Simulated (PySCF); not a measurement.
Cartesian coordinates in Å; atom numbers follow the order of the lines, from 1:
```xyz
16

Si    2.563    0.099    0.027
O     1.118   -0.733   -0.152
C    -0.146   -0.256   -0.073
C    -1.195   -1.154   -0.301
C    -2.512   -0.715   -0.232
C    -2.803    0.618    0.065
C    -1.757    1.510    0.291
C    -0.432    1.081    0.224
H     2.675    1.185   -0.992
H     3.623   -0.922   -0.176
H     2.664    0.697    1.392
H    -0.949   -2.192   -0.533
H    -3.324   -1.424   -0.413
H    -3.839    0.959    0.119
H    -1.968    2.556    0.525
H     0.380    1.791    0.404
```

Geometry: PBE0-D3(BJ)/def2-SVP; GIAO absolute shieldings from PySCF, gas phase, non-relativistic, averaged over equivalent atoms.

At CAM-B3LYP/pcSseg-1 (183 basis functions, 30 s wall time on 1 thread of an Arm Neoverse V1, shared host):
| atoms | σ (ppm) |
| --- | --- |
| Si1 | 383.3 |
| O2 | 243.0 |
| C3 | 15.3 |
| C5/C7 | 43.2 |
| C6 | 53.0 |
| C4/C8 | 57.8 |
| H13/H15 | 23.96 |
| H14 | 24.30 |
| H12/H16 | 24.42 |
| H9/H10/H11 | 26.39 |

Task: Predict the values at PBE0/pcSseg-1 on the same geometry.

Result: 
```csv
atoms,σ at PBE0/pcSseg-1,change
Si1,388.9,+5.6
O2,236.9,-6.1
C3,21.9,+6.6
C5/C7,49.1,+5.9
C6,58.3,+5.3
C4/C8,62.8,+5.0
H13/H15,23.87,-0.09
H14,24.20,-0.10
H12/H16,24.34,-0.08
H9/H10/H11,26.21,-0.18
```

The largest change is at C3 (aromatic carbon bearing oxygen). Cost: 183 basis functions, 24 s wall time on 1 thread of an Arm Neoverse V1, shared host. The order of the carbon signals is the same at both levels.
